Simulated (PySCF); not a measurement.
BiHF2, SMILES [F][BiH][F].

The structure is a stationary point at PBE0-D3(BJ)/def2-TZVP. The def2 effective core potentials stand for the cores of Bi; spin–orbit coupling is left out.

Level of theory: r2SCAN/def2-TZVPD (PySCF).

The molecule is in vacuum.

Computed frontier levels, gap, dipole moment and polarisability:
The highest occupied level comes out as -7.58 eV, the lowest empty level is -2.28 eV and the orbital gap is 5.30 eV. The dipole moment is 4.23 D and the quadrupole, principal values (traceless, Buckingham form, about the centre of nuclear charge) is -4.30, 0.88, 3.42 D·Å. The mean static polarisability is 43.6 bohr³ (6.46 Å³) and the polarisability, principal values is 40.5, 43.0, 47.3 bohr³.
